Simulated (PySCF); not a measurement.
Computed IR spectrum (relative IR intensity) of a molecule C3H5BO2. Geometry optimised at r2SCAN-D4/def2-SVP. The values are those of a single conformer. Calculation: PySCF 2.14.0 with r2SCAN-D4/def2-SVP. No scaling factor is applied to the harmonic values.

```
ν (cm⁻¹)  relative intensity
--------  ------------------
161                      6.1
165                      2.9
256                       13
593                       11
601                       19
780                       41
784                      9.4
959                       14
982                       66
1004                      17
1049                     8.2
1226                      99
1307                     8.6
1407                      39
1463                     100
1671                      55
1756                      39
2842                      94
3119                      11
3132                     5.6
3223                     3.5
3630                      85
```

Identify the compound among the candidates.
A) CC1=COB1O
B) OB1CC=CO1
C) C=CB(O)C=O
D) C#CB(O)CO

C, C=CB(O)C=O
